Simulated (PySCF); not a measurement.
## Two-dimensional NMR puzzle

Compound of formula C6H13FOSi. Correlations simulated from computed shifts and the bond graph:

HSQC (one-bond C–H):
```
  δH     δC
5.00   82.3
4.90  118.5
2.24   23.4
2.02   22.6
1.01   17.4
```

COSY cross peaks (H two or three bonds apart, from the bond graph; peaks can be absent where the dihedral angle is near 90°):
```
  δH    δH
5.27  5.00
4.90  2.24
2.24  1.01
```

HMBC (two and three bonds, from the bond graph):
```
  δH                       δC
5.27              151.7, 82.3
4.90  151.7, 23.4, 22.6, 17.4
2.24       151.7, 118.5, 17.4
2.02             151.7, 118.5
1.01              118.5, 23.4
```

Carbons without hydrogens: δ 151.7.

- structure optimised with GFN2-xTB
- shielding tensors at PBE0/pcSseg-1 (GIAO)
- code: PySCF 2.14.0 with density-fitted response routines
- in vacuum, relativity neglected, equivalent nuclei averaged, single conformer

Shifts are taken against calculated references (same method and geometry level): ¹H and ¹³C vs TMS.

Exchangeable hydrogens are left out of these lists.

Task: Assemble the structure.

Result: SMILES CC/C=C(/C)O[SiH2]CF.

Structure with atom numbers: `[CH3:1][CH2:2]/[CH:3]=[C:4](/[CH3:5])[O:6][SiH2:7][CH2:8][F:9]` (H(Xn): hydrogen on atom n).

δC 151.7 is C4, an alkene carbon bearing oxygen. δC 118.5 is C3, a β carbon of an enol-ether or enamine type C=C (δH 4.90). δC 82.3 is C8, an sp3 CH2 bonded to F and Si (δH 5.00). δC 23.4 is C2, an allylic sp3 CH2 (δH 2.24). δC 22.6 is C5, an allylic methyl carbon (δH 2.02). δC 17.4 is C1, a methyl carbon (δH 1.01). HMBC from δH 5.27 reaches the proton-free carbon C4. HMBC from δH 4.90 reaches the proton-free carbon C4. HMBC from δH 2.24 reaches the proton-free carbon C4. HMBC from δH 2.02 reaches the proton-free carbon C4. COSY links 5.27–5.00, 4.90–2.24, 2.24–1.01.

The data come from this structure; uniqueness wasn't tested.

Shifts are as computed. Against solution values, carbons near 30 ppm lie about +3 ppm off and those near 130 ppm about +5 ppm. Of 1211 compounds with measured shifts, 218 miss one by over three times the rms of a fit or turn the order of signals round; such compounds aren't used in these exercises.
